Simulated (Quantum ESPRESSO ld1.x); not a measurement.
The table gives one normalised radial function P(r) = r R(r) of In in [Kr] 4d10 5s2 6s1 (r in bohr). All-electron calculation, scalar-relativistic Kohn-Sham, LDA (Slater exchange, Perdew-Wang correlation), spin-polarised, spherical densities, point nucleus; open shells are filled with parallel spins first (spin-orbit coupling, left out, can overturn this in heavy ions). Program: ld1.x of Quantum ESPRESSO 7.5.

r,P
0.001655,0.0022
0.002675,0.0052
0.004358,0.0123
0.007042,0.0283
0.01138,0.0633
0.01839,0.1334
0.02972,0.2525
0.04842,0.3952
0.07825,0.4087
0.1265,0.0560
0.2044,-0.5430
0.3303,-0.4741
0.5338,0.6233
0.8695,1.1812
1.405,0.5789
2.271,0.0946
3.67,0.0037
5.931,0.0000
9.662,0.0000
15.61,0.0000
25.23,0.0000

Which n and l does it have? It may be an empty orbital.

Answer. n = 4, l = 1: the number of nodes gives n - l - 1 = 2, the rise at small r (about r^(l+1), flatter next to the nucleus through relativity) gives l, and the extent must fit the shell. The curve is that of 4p up; the table hardly tells the two spins apart. 4p up: eigenvalue -81.553 eV, 2 radial nodes at r = 0.132, 0.418 bohr, <r> = 0.922 bohr, 90 % of the charge inside 1.36 bohr.
